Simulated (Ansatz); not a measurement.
Cartesian coordinates in Å:
```
C 1.671 0.206 -0.397
C 0.309 -0.454 -0.329
C -0.440 -0.312 1.018
N -1.733 0.227 0.607
Ga -1.319 0.356 -1.171
H 1.621 1.267 -0.136
H 2.381 -0.262 0.296
H 2.103 0.135 -1.398
H 0.394 -1.510 -0.606
H 0.107 0.369 1.686
H -0.531 -1.275 1.540
H -2.447 0.389 1.299
H -2.115 0.864 -2.407
```

The species carries charge 0 and has multiplicity 1.

List the PBE0/def2-TZVPP orbital energies in eV (Ansatz). (An estimate is asked.)

Ansatz gave: Occupied: -10146.52, -1252.38, -1108.57, -1108.47, -1108.45, -390.50, -278.57, -277.87, -277.77, -150.68, -103.68, -103.44, -103.39, -24.41, -22.78, -22.67, -22.64, -22.63, -22.38, -20.77, -18.11, -15.80, -13.88, -12.54, -11.41, -11.33, -11.02, -9.71, -9.52, -8.54, -6.98, -6.37. Lowest empty: -0.58, 0.48, 0.99, 1.74, 2.49, 2.56, 2.81, 3.42.
